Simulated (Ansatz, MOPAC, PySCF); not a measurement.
Two conformers of C4H6O (SMILES C=COC=C), B3LYP-D3(BJ)/def2-TZVP minima.
Conformer 1 (charge 0, multiplicity 1):
```xyz
11

C     -1.87795    -0.01924    -0.28103
C     -1.09141     0.94123     0.18971
O      0.26498     0.90299     0.32992
C      0.89254    -0.31399     0.30663
C      2.12570    -0.45034    -0.15286
H     -1.50328    -0.96580    -0.64219
H     -2.94271     0.15315    -0.32741
H     -1.46864     1.90330     0.50959
H      0.31789    -1.12644     0.73816
H      2.66258     0.38284    -0.58474
H      2.62029    -1.40771    -0.08579
```
Conformer 2 (charge 0, multiplicity 1):
```xyz
11

C      2.340     0.377    -0.134
C      1.173    -0.236    -0.006
O     -0.005     0.390    -0.290
C     -1.166    -0.308    -0.132
C     -2.348     0.231    -0.387
H      2.407     1.402    -0.469
H      3.249    -0.155     0.101
H      1.078    -1.264     0.328
H     -1.044    -1.329     0.217
H     -3.242    -0.357    -0.248
H     -2.442     1.250    -0.733
```

No zero-point or thermal terms.

The state that PM7 reach isn't checked; PM7 holds dispersion and hydrogen-bond terms.

Programs: Ansatz (Gaussian orbitals); MOPAC for PM7 (differences of heats of formation); PySCF for the dispersion terms. Each number belongs to the level named beside it.

**Question.** Estimate the electronic energy of conformer 2 less that of conformer 1 that PM7 returns for this input.

**Answer.** 2.2 kcal/mol

Ansatz is an electronic-structure program.
